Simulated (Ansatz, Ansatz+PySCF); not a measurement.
```xyz
2

O     0.0000    0.0000    0.0000
F     0.0000    0.0000    1.4894
```

Basis set: def2-SVP (spherical functions). Left uncorrelated: 2 orbitals. Correlation on ROHF uses semicanonical orbitals with singles. Charge 0, multiplicity 2.

Computed with Ansatz (development build ahead of 0.2.0); each method stands on the lowest determinant of its kind that the runs found.

Q: Give the atomization energy at this shape (free ground-state atoms in the same class of orbitals less the molecule, no zero-point energy) of doublet OF by ROHF-CCSD(T), ROHF-MP2, UHF-MP2, ROHF, UHF.

A:

```tsv
method	atomization energy
ROHF-CCSD(T)	1.57 eV
ROHF-MP2	1.56 eV
UHF-MP2	0.68 eV
ROHF	-1.19 eV
UHF	-0.93 eV
```

Caution: the shape is not the minimum. Caution for UHF-MP2, UHF: the unrestricted determinant is spin contaminated. Caution for ROHF: the molecule lies well above its atoms at this level.
